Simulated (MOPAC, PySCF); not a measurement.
C5H4, SMILES `C=C=C=C=C`, neutral singlet in the gas phase. 

Cartesian coordinates (Å):
SMILES: C=C=C=C=C
```xyz
9

C      2.5677     0.0939    -0.3691
C      1.2672     0.0466    -0.2614
C      0.0000     0.0003    -0.1567
C     -1.2672    -0.0461    -0.0520
C     -2.5677    -0.0940     0.0552
H      3.0444     0.6031    -1.2009
H      3.2101    -0.3746     0.3699
H     -3.1161     0.6748     0.5905
H     -3.1385    -0.9040    -0.3878
```
Charge 0, spin multiplicity 1.

All levels are single points at this geometry (PBE0-D3(BJ)/def2-TZVP); Pople sets use spherical d functions. Orbital energies aren't observables, and empty levels follow the basis.

B3LYP/3-21G in PySCF gives HOMO (eV) = -6.56.

**Question.** Estimate the HOMO (eV) from each of these levels: PBE0-D3(BJ)/def2-TZVP in PySCF; B3LYP/6-311+G** in PySCF; M06-2X/6-31G* in PySCF; SVWN5/6-31G* in PySCF; HF/3-21G in PySCF; HF/6-31G* in PySCF; HF/STO-3G in PySCF; PM7 in MOPAC.

**Answer.** 
```
level                           HOMO (eV)
------------------------------  ---------
PBE0-D3(BJ)/def2-TZVP in PySCF      -6.99
B3LYP/6-311+G** in PySCF            -6.81
M06-2X/6-31G* in PySCF              -7.81
SVWN5/6-31G* in PySCF               -5.79
HF/3-21G in PySCF                   -9.00
HF/6-31G* in PySCF                  -8.95
HF/STO-3G in PySCF                  -7.17
PM7 in MOPAC                        -9.46
```
